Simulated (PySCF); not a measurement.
Compound: C2H5F2OSi2 (doublet state).
Cartesian coordinates in Å at the GFN2-xTB level; atoms count from 1:
```xyz
12
C2H5F2OSi2 angstrom
F      2.032    1.330    0.367
C      0.934    0.827   -0.325
C     -0.297    0.775    0.590
Si    -1.362   -0.701    0.046
F     -2.477   -0.243   -1.015
O     -0.249   -1.561   -0.763
Si     1.289   -0.979   -0.954
H      0.768    1.537   -1.144
H      0.059    0.615    1.609
H     -0.823    1.729    0.588
H     -1.989   -1.541    1.035
H      2.115   -1.788   -0.060
```

The hyperfine couplings belong to this conformer and change with its torsions.

As a line formula: `F[C@@H]1C[Si@@H](F)O[SiH]1` [radical].

Theory: UKS B3LYP, pcH-1 on C F H O Si, non-relativistic, mean-field spin-orbit, GIAO (PySCF). Geometry: GFN2-xTB, one conformer, isolated molecule. A GFN2-xTB geometry isn't a minimum of the functional, and hyperfine couplings can be far from their values at a DFT geometry, by a factor of two or more for some ions and for spin on atoms past the first row. The SCF solution wasn't tested for stability.

Question: What is the g tensor, term by term?

Answer: 
```json
{"Δg (ppm)": "relativistic mass correction", "1": "-160", "2": "-160", "3": "-160"}
{"Δg (ppm)": "gauge correction", "1": "58", "2": "14", "3": "90"}
{"Δg (ppm)": "orbital Zeeman/spin–orbit", "1": "-735", "2": "-7", "3": "1578"}
{"Δg (ppm)": "total", "1": "-837", "2": "-153", "3": "1508"}
```

So g = 2.00148, 2.00217, 2.00383 and g_iso = 2.00249; the tensor is rhombic: the two nearest values differ by 29 % of g3 − g1. 

Question: What are the electron Larmor frequencies g μB B/h along the three axes at 340 mT?

Answer: 9.5245, 9.5278, 9.5357 GHz for g1, g2 and g3, a range of 11.2 MHz.

Question: How much does each term add to the isotropic shift?

Answer: The orbital-Zeeman/spin–orbit term 279, the mass correction -160 and the gauge correction 54 ppm, for a total of 173 ppm. The orbital-Zeeman/spin–orbit term is the largest in size. The mass correction is the same along every axis, so the anisotropy comes from the other two: their spans along these axes are 76 (gauge) and 2313 ppm (orbital Zeeman/spin–orbit).

Question: At 9.56 GHz, how far is the centre of the isotropic spectrum from where a free electron (g = 2.002319) resonates?

Answer: B = hν/(g μB) with μB/h = 13.99624 MHz/mT gives 341.12 mT for the free electron and 341.10 mT at g_iso, 0.03 mT lower.

Question: In a frozen sample, at which fields do the three g values resonate at 9.5, 34, 94 and 263 GHz (hyperfine left aside), and which band first spreads them over more than twice a line width of 0.5 mT?

Answer: 
```json
{"band": "X", "GHz": "9.5", "B(g3) mT": "338.73", "B(g2) mT": "339.01", "B(g1) mT": "339.13", "spread mT": "0.40"}
{"band": "Q", "GHz": "34.0", "B(g3) mT": "1212.29", "B(g2) mT": "1213.30", "B(g1) mT": "1213.71", "spread mT": "1.42"}
{"band": "W", "GHz": "94.0", "B(g3) mT": "3351.63", "B(g2) mT": "3354.41", "B(g1) mT": "3355.56", "spread mT": "3.93"}
{"band": "J", "GHz": "263.0", "B(g3) mT": "9377.43", "B(g2) mT": "9385.21", "B(g1) mT": "9388.42", "spread mT": "10.99"}
```

The spread grows in proportion to the frequency. Q band is the first where it exceeds 1.0 mT.

Largest spin populations (Mulliken): Si7 (+0.83) and H12 (+0.06). Si7 is the only atom above +0.15. The angles at Si7 add up to 316.7°, so it is pyramidal.

The HOMO–LUMO gaps are 5.87 eV among the α and 5.07 eV among the β orbitals.
